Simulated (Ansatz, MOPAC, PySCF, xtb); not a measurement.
Acid–base and redox partners of C1=CC1. All species are isolated molecules in the gas phase. Strings in code marks are SMILES.

Quantity: electronic energy of isomers of C3H3, doublet states, relative to `[CH]1C=C1`, in kcal/mol. HF references are unrestricted for open shells and restricted for singlets. Semi-empirical values (MOPAC) are differences of heats of formation.

Level 1: frozen-core MP2/cc-pVTZ // B3LYP-D3(BJ)/def2-TZVP (Ansatz, a program for electronic structure)
Level 2: PBE/6-31G* // B3LYP-D3(BJ)/def2-TZVP (PySCF)
Level 3: GFN2-xTB (xtb)
Level 4: PM7 // B3LYP-D3(BJ)/def2-TZVP (MOPAC)

| species | level 1 | level 2 | level 3 | level 4 |
|---|---|---|---|---|
| `[C]1=CC1` | 13.6 | 8.32 | 7.43 | 36.1 |
